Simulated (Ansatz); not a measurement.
Total energies of C8H14 (`CCC1=CCCCC1`).

Z-matrix (Å, degrees):
```
C
C 1 1.526
H 1 1.093 2 111.0
H 1 1.093 2 111.8 3 -120.0
H 1 1.093 2 110.6 3 120.0
C 2 1.500 1 113.5 3 179.1
H 2 1.098 1 109.0 3 57.3
H 2 1.094 1 109.3 3 -58.8
C 6 1.332 2 121.7 1 106.9
C 6 1.503 2 116.8 1 -72.8
C 9 1.497 6 124.5 2 179.3
H 9 1.088 6 118.6 2 -0.5
C 10 1.521 6 112.9 2 164.5
H 10 1.099 6 108.5 2 -73.1
H 10 1.095 6 109.6 2 41.4
C 11 1.522 9 112.1 6 -14.0
H 11 1.096 9 109.5 6 -136.7
H 11 1.099 9 109.4 6 108.2
H 13 1.096 10 109.2 6 -74.3
H 13 1.094 10 110.2 6 168.7
H 16 1.096 11 109.2 9 -75.6
H 16 1.094 11 110.3 9 167.3
```

The species carries charge 0 and has multiplicity 1. Geometry: relaxed with PBE0-D4/def2-TZVP. It is one conformer, not always the lowest. Basis def2-TZVPP, Ansatz.

RPA on PBE orbitals: Hartree–Fock energy of these orbitals -311.12981 Eh, correlation -2.25551 Eh (frozen core).

```tsv
functional	energy without D4 (Eh)	D4 term (kJ/mol)
LDA (SPW92)	-310.43337	–
PBE	-312.94612	-52.5
revPBE	-313.28567	-173.2
BLYP	-313.20146	-115.2
r2SCAN	-313.19253	-14.4
B97M-V	-313.40636	–
PBE0	-313.00402	-44.5
B3LYP	-313.40122	-82.8
r2SCANh	-313.18308	-15.0
r2SCAN0	-313.17045	-16.4
HSE06 (plane-wave form)	-312.98428	-41.1
BHLYP	-313.18820	-57.6
CAM-B3LYP	-313.20364	-44.5
LC-ωPBE	-313.19257	–
ωB97X-V	-313.30907	–
ωB97M-V	-313.22279	–
B2PLYP	-313.08831	–
PBE-QIDH	-312.96359	–
```

B3LYP takes the VWN-RPA correlation (the form of Gaussian; ORCA's B3LYP/G). HSE06 is the plane-wave form, built on full-range PBE exchange. The double hybrids freeze the cores in their second-order part.

LC-ωPBE has ω = 0.4 bohr⁻¹.
